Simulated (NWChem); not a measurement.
Program: NWChem. System: CH₈OSi₂, charge 0, spin multiplicity 1, at a geometry optimised with PBE0/def2-SVP. The structure started from a generated list of species. Level: RHF/def2-TZVP.

NWChem printed:

```
             Northwest Computational Chemistry Package (NWChem) 7.3.0
             --------------------------------------------------------

                                NWChem Input Module
                                -------------------

 Scaling coordinates for geometry "geometry" by  1.889725989
 (inverse scale =  0.529177249)

                             Geometry "geometry" -> ""
                             -------------------------

 Output coordinates in angstroms (scale by  1.889725989 to convert to a.u.)

  No.       Tag          Charge          X              Y              Z
 ---- ---------------- ---------- -------------- -------------- --------------
    1 Si                  14.0000     1.59250800     0.61731100     0.95904600
    2 O                    8.0000     0.54462000     0.31446300    -0.28105900
    3 Si                  14.0000    -0.70206700    -0.56364600    -0.93985000
    4 C                    6.0000    -2.26194500    -0.38424000     0.07481100
    5 H                    1.0000     2.48312900    -0.56067400     1.19379600
    6 H                    1.0000     2.42617100     1.80145500     0.60478100
    7 H                    1.0000     0.84365400     0.90705500     2.22133400
    8 H                    1.0000    -0.92271200    -0.05364100    -2.32509000
    9 H                    1.0000    -0.30259000    -2.00493500    -1.01088900
   10 H                    1.0000    -3.08460400    -0.94696700    -0.39539400
   11 H                    1.0000    -2.12533700    -0.77439500     1.09539000
   12 H                    1.0000    -2.56918300     0.67053200     0.14692800

 Effective nuclear repulsion energy (a.u.)     224.8846368956

            Nuclear Dipole moment (a.u.)
            ----------------------------
        X                 Y               Z
 ---------------- ---------------- ----------------
    -0.0000151178     0.0000075589    -0.0000113384


 Summary of "ao basis" -> "" (spherical)
 ------------------------------------------------------------------------------
       Tag                 Description            Shells   Functions and Types
 ---------------- ------------------------------  ------  ---------------------
 *                         def2-tzvp                  on all atoms

 Summary of "ao basis" -> "ao basis" (spherical)
 ------------------------------------------------------------------------------
       Tag                 Description            Shells   Functions and Types
[...]
   Bfn.  Coefficient  Atom+Function         Bfn.  Coefficient  Atom+Function
  ----- ------------  ---------------      ----- ------------  ---------------
   110      1.268977   4 C  s                42      0.927463   2 O  s
    20      0.895284   1 Si pz               18      0.852908   1 Si px
   175     -0.665855  11 H  s               181     -0.623005  12 H  s
    73      0.544054   3 Si s               145     -0.439646   6 H  s
   169     -0.380577  10 H  s                19      0.335311   1 Si py

 Vector   27  Occ=0.000000D+00  E= 1.288359D-01
              MO Center= -1.3D+00, -6.1D-01, -5.1D-01, r^2= 8.9D+00
   Bfn.  Coefficient  Atom+Function         Bfn.  Coefficient  Atom+Function
  ----- ------------  ---------------      ----- ------------  ---------------
   110      5.351267   4 C  s                73     -1.769687   3 Si s
    86      1.683737   3 Si px              175     -1.386657  11 H  s
   181     -1.281054  12 H  s               169     -1.153940  10 H  s
    88     -0.811038   3 Si pz              117      0.457754   4 C  px
   109     -0.397454   4 C  s                83      0.394806   3 Si px

 Vector   28  Occ=0.000000D+00  E= 1.549029D-01
              MO Center= -1.7D-01, -7.4D-01, -3.7D-01, r^2= 1.1D+01
   Bfn.  Coefficient  Atom+Function         Bfn.  Coefficient  Atom+Function
  ----- ------------  ---------------      ----- ------------  ---------------
    88      1.774607   3 Si pz                5     -1.412800   1 Si s
    20      1.156909   1 Si pz              169     -1.045803  10 H  s
    86      0.934211   3 Si px               87      0.893042   3 Si py
    73      0.851546   3 Si s               157      0.832047   8 H  s
   117     -0.817208   4 C  px               49      0.768355   2 O  px

------------------------------------------------------------
EAF file 0: "./mol.aoints.0" size=524288 bytes
------------------------------------------------------------
               write      read    awrite     aread      wait
               -----      ----    ------     -----      ----
     calls:        1        19         0         0         0
   data(b): 5.24e+05  9.96e+06  0.00e+00  0.00e+00
   time(s): 0.00e+00  0.00e+00  0.00e+00  0.00e+00  0.00e+00
rate(mb/s): 0.00e+00  0.00e+00
------------------------------------------------------------

 center of mass
 --------------
 x =   0.06577690 y =   0.01953602 z =  -0.03117460

 moments of inertia (a.u.)
 ------------------
         356.107075483978        -210.731167722323        -228.872638543937
        -210.731167722323         899.102680614562        -121.005401843647
        -228.872638543937        -121.005401843647         781.007039795456

  Mulliken analysis of the total density
  --------------------------------------

    Atom       Charge   Shell Charges
 -----------   ------   -------------------------------------------------------
    1 Si  14    13.52   2.00  0.58  1.39  0.78  0.35  4.12  1.73  0.52  1.27  0.27  0.20  0.25  0.06
    2 O    8     8.61   0.79  1.18  0.53  0.96  0.27  1.88  2.19  0.79  0.00  0.01  0.00
    3 Si  14    13.40   2.00  0.58  1.39  0.76  0.35  4.12  1.73  0.52  1.19  0.20  0.22  0.26  0.07
    4 C    6     6.51   0.85  1.12  0.46  0.71  0.06  1.25  1.52  0.48  0.01  0.03  0.00
    5 H    1     1.06   0.24  0.57  0.25  0.01
    6 H    1     1.06   0.24  0.57  0.25  0.01
    7 H    1     1.07   0.24  0.57  0.25  0.01
    8 H    1     1.07   0.24  0.57  0.25  0.01
    9 H    1     1.07   0.24  0.57  0.26  0.01
   10 H    1     0.88   0.26  0.49  0.11  0.02
   11 H    1     0.88   0.26  0.49  0.11  0.02
   12 H    1     0.88   0.26  0.48  0.11  0.02

       Multipole analysis of the density wrt the origin
       ------------------------------------------------

     L   x y z        total         open         nuclear
     -   - - -        -----         ----         -------
     0   0 0 0     -0.000000      0.000000     50.000000

     1   1 0 0     -0.299772      0.000000     -0.000015
     1   0 1 0     -0.080337      0.000000      0.000008
     1   0 0 1      0.200014      0.000000     -0.000011

     2   2 0 0    -30.592204      0.000000    392.161648
     2   1 1 0      0.329910      0.000000    118.316184
     2   1 0 1      0.547866      0.000000    127.311766
     2   0 2 0    -32.019567      0.000000     77.887580
     2   0 1 1      0.123894      0.000000     67.980473
     2   0 0 2    -32.205905      0.000000    144.412884

 Task  times  cpu:       81.8s     wall:       81.8s

 Total times  cpu:       81.9s     wall:       81.9s
```

Task: Write an NWChem input that would produce this output.

Result: This is not unique; one that fits is 
```
start mol
memory heap 200 mb stack 800 mb global 1000 mb
geometry units angstroms nocenter noautoz noautosym
  Si     1.592508     0.617311     0.959046
  O      0.544620     0.314463    -0.281059
  Si    -0.702067    -0.563646    -0.939850
  C     -2.261945    -0.384240     0.074811
  H      2.483129    -0.560674     1.193796
  H      2.426171     1.801455     0.604781
  H      0.843654     0.907055     2.221334
  H     -0.922712    -0.053641    -2.325090
  H     -0.302590    -2.004935    -1.010889
  H     -3.084604    -0.946967    -0.395394
  H     -2.125337    -0.774395     1.095390
  H     -2.569183     0.670532     0.146928
end
basis spherical
  * library def2-tzvp
end
scf
  rhf
  nopen 0
  maxiter 100
  thresh 1e-7
  semidirect memsize 60000000 filesize 0
end
task scf energy
```
